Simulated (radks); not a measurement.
Values are calculated unless marked as measured or tabulated.
All-electron atom: the nitrogen anion N3- in [Ne].

Level of theory: scalar-relativistic Kohn-Sham, PBEsol, spin-polarised, spherical densities, point nucleus; Watson sphere of charge +3 and radius 1.77 bohr (a radial shooting solver on a logarithmic mesh with Libxc functionals).

Energy parts (eV; the electron-nucleus part includes the sphere):
| part | energy |
|---|---|
| total | -1867.948 |
| kinetic | 1528.743 |
| electron-nucleus | -4276.718 |
| Hartree | 1090.638 |
| exchange-correlation | -210.611 |

Orbitals (lengths in bohr, moments of r in powers of bohr; r(90%) holds 90 % of the orbital's charge):
| orbital | occ. | eigenvalue (eV) | <1/r> | <r> | r(90%) | <r^4> |
|---|---|---|---|---|---|---|
| 1s | 2 | -375.6648 | 6.621 | 0.2305 | 0.414 | 0.01369 |
| 2s | 2 | -19.6210 | 1.004 | 1.423 | 2.27 | 11.31 |
| 2p | 6 | -8.3147 | 0.8245 | 1.654 | 2.80 | 27.81 |

The highest occupied level is 2p at -8.315 eV. The density falls to 0.001 e/bohr^3 at r = 3.91 bohr.
